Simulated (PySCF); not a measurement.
Si(H)2(vinyl)(OH) (C₂H₆OSi), SMILES C=C[SiH2]O. Atoms are numbered in the order given.

```xyz
10

Si     0.5626    -0.1796    -0.6928
O      1.0658    -1.0744     0.6274
C     -0.9313     0.8473    -0.2336
C     -1.5408     0.6996     0.9488
H      0.2388    -1.1633    -1.7596
H      1.6495     0.7256    -1.1803
H      1.4711    -0.5831     1.3488
H     -1.3279     1.5917    -0.9382
H     -1.1838    -0.0351     1.6809
H     -2.4174     1.2921     1.2378
```
Charge 0, spin multiplicity 1.

Coordinates come from a ωB97X-D3(BJ)/def2-SVP optimisation. The values are those of a single conformer.

Level of theory: PySCF with B3LYP/pcSseg-1.

GIAO shieldings, no solvent; atoms listed in one row are averaged. δ = σ(ref) − σ: ²⁹Si against TMS (σ = 338.7 ppm); ¹⁷O against H2O (σ = 333.8 ppm); ¹³C against TMS (σ = 181.3 ppm); ¹H against TMS (σ = 31.68 ppm), references at their B3LYP-D3(BJ)/def2-TZVP geometries, non-relativistic.

```csv
nucleus,atoms,count,δ (ppm)
²⁹Si,Si1,1,-27.9
¹⁷O,O2,1,12.2
¹³C,C3,1,146.6
¹³C,C4,1,145.5
¹H,H10,1,6.62
¹H,H9,1,6.52
¹H,H8,1,6.45
¹H,H6,1,5.33
¹H,H5,1,5.19
¹H,H7,1,0.84
```
